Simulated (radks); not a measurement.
Problem. These are the eigenvalues of the occupied orbitals of an atom or ion with whole-number occupations (eV). Calculated with a radial shooting solver on a logarithmic mesh with Libxc functionals: scalar-relativistic Kohn-Sham, r2SCAN, spin-polarised, spherical densities, finite nucleus; meta-GGA in the generalised Kohn-Sham scheme; Fermi nuclear charge, rms radius of each element as measured or else 0.836 A^(1/3) + 0.57 fm.

1s down: -22003.16
1s up: -22003.14
2s up: -3194.060
2s down: -3193.201
2p up: -2859.967
2p down: -2859.344
3s up: -584.5390
3s down: -584.3107
3p up: -473.8256
3p down: -473.5074
3d up: -296.2855
3d down: -295.6246
4s up: -100.0082
4s down: -96.4633
4p up: -69.2755
4p down: -65.4348
4d up: -25.6491
4d down: -21.6871

Which element is it, and in what charge state? The configuration may be excited. Open shells, if any, are filled with parallel spins first.

Solution. Z = 44, ruthenium, charge +2: Ru2+ in [Kr] 4d6. The list shows which subshells hold electrons but not how many an open one holds; the 1s level, -808.6 hartree, gives Z - s = 40.2 by -(Z - s)^2/2, which with screening and relativity narrows Z to a few neighbours, and the depths of the outer levels then fix element, charge and occupations together.
